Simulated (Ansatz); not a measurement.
```xyz
3

H     0.0000    0.0000   -1.3391
Be    0.0000    0.0000    0.0000
H     0.0000    0.0000    1.3391
```

Basis set: cc-pVDZ (spherical functions). All electrons are correlated. Charge 0, multiplicity 1.

Computed with Ansatz (development build ahead of 0.2.0); each method stands on the lowest determinant of its kind that the runs found. Restricted open shells among the atoms or ions are ROHF, correlated in semicanonical orbitals with singles.

Question: Give the atomization energy at this shape (free ground-state atoms in the same class of orbitals less the molecule, no zero-point energy) of singlet BeH₂ by RHF-MP2, RHF.

Answer:

| method | atomization energy |
| --- | --- |
| RHF-MP2 | 139.23 kcal/mol |
| RHF | 123.28 kcal/mol |
